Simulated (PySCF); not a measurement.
Predicted microwave data (PySCF, PBE0-D3(BJ)/def2-SVP geometry optimisation, gas phase) for one isomer of C3H8O2Si:

```
Rotational constants : A = 9150, B = 1478, C = 1356 MHz
Dipole components    : |μa| = 1.57 D, |μb| = 0.14 D, |μc| = 1.04 D
Inertial defect      : -24.48 u·Å²
κ                    : -0.97
```

Task: Which candidate fits, each taken in the one conformer that was computed?
A. `[OH:1][SiH2:2][O:3][CH:4]1[CH2:5][CH2:6]1` with H–O1–Si2–O3 53°, O1–Si2–O3–C4 -165°, Si2–O3–C4–C5 -152°
B. `[CH2:1]=[CH:2][CH2:3][SiH:4]([OH:5])[OH:6]` with C1–C2–C3–Si4 94°, C2–C3–Si4–O5 -50°, C3–Si4–O5–H 37°, C3–Si4–O6–H -175°
C. `[OH:1][CH2:2]/[CH:3]=[CH:4]\[O:5][SiH3:6]` with H–O1–C2–C3 57°, O1–C2–C3–C4 -126°, C3–C4–O5–Si6 177°
D. `[SiH3:1][O:2][CH:3]1[CH2:4][O:5][CH2:6]1` with Si1–O2–C3–C4 -91°, O2–C3–C4–O5 -124°, C3–C4–O5–C6 10°, C4–O5–C6–C3 -10°, O2–C3–C6–O5 127°

Result: D. It is [SiH3]OC1COC1, a near-prolate asymmetric top, point group C1. The candidates at the same level (rigid rotor, commonest isotopes):

| SMILES | A (MHz) | B (MHz) | C (MHz) | μa (D) | μb (D) | μc (D) | Δ (u·Å²) | point group | rotor |
| --- | --- | --- | --- | --- | --- | --- | --- | --- | --- |
| C=CC[SiH](O)O | 4407 | 1976 | 1710 | 0.17 | 0.26 | 0.48 | -74.95 | C1 | asymmetric top |
| [SiH3]OC1COC1 | 9150 | 1478 | 1356 | 1.57 | 0.14 | 1.04 | -24.48 | C1 | near-prolate asymmetric top |
| O[SiH2]OC1CC1 | 9674 | 1392 | 1306 | 0.86 | 0.23 | 1.34 | -28.44 | C1 | near-prolate asymmetric top |
| OC/C=C\O[SiH3] | 9420 | 1070 | 1014 | 2.56 | 0.58 | 0.80 | -27.37 | C1 | near-prolate asymmetric top |

`O[SiH2]OC1CC1` has B 6 % too low; `OC/C=C\O[SiH3]` has B 28 % too low; `C=CC[SiH](O)O` has A 52 % too low. No structure here is proved a minimum.
